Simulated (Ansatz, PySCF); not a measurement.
This singlet lies 2.48 eV below the relaxed triplet at the level composite: frozen-core CCSD(T) with HF/cc-pVQZ and the correlation energy extrapolated as X^-3 from cc-pVTZ and cc-pVQZ, plus CCSDT(Q) minus CCSD(T) in cc-pVDZ // PBE0-D3(BJ)/def2-TZVP (Ansatz, an electronic-structure program).

Cartesian coordinates (Å):
SMILES: F[C]F
```xyz
3

F      1.0264    -0.2635     0.0000
C     -0.0002     0.5275     0.0000
F     -1.0263    -0.2641     0.0000
```
Charge 0, spin multiplicity 1.

Task: Estimate the HOMO, total energy, LUMO, dipole moment and HOMO–LUMO gap that PBE0-D3(BJ)/def2-TZVP (PySCF) returns for this input.

Result: 
```json
{
  "HOMO": "-8.77 eV",
  "total_energy": "-237.5698 Ha",
  "LUMO": "-2.24 eV",
  "dipole_moment": "0.69 D",
  "HOMO–LUMO gap": "6.53 eV"
}
```
